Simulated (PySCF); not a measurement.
## How methods differ on the ionisation energy of Cs⁵⁰⁺

Cs⁵⁰⁺ [He] 2s2 2p1 [2p1/2^1, M_J = 1/2] → Cs⁵¹⁺ [He] 2s2, as a difference of total energies. Computed with PySCF 2.14 in an even-tempered Gaussian basis (17 s from 30 bohr⁻², ratio 2.4; 12 p from 38 bohr⁻², ratio 2.4; 5 d from 120 bohr⁻², ratio 2.6; 4 f from 190 bohr⁻², ratio 2.6), with the two-component X2C-1e Hamiltonian. Correlated levels: nothing frozen; the 26 highest virtual spinors dropped. "Screened" scales the spin-orbit matrix elements by Boettger's factors to mimic the two-electron term; Breit and QED terms are absent.

```
                    method  ionisation energy (eV)
           GHF (spin-free)                  9362.8
          GMP2 (spin-free)                  9362.1
 GHF (screened spin-orbit)                  9636.9
GMP2 (screened spin-orbit)                  9635.1
```

For this ion Breit and QED terms and the two-electron picture change, all absent here, outweigh the correlation shift from GHF to GMP2.

The spin-free rows lack the spin-orbit shift.

For comparison: 9629 ± 4 eV (theoretical estimate listed by NIST; NIST Atomic Spectra Database, ionization energies).
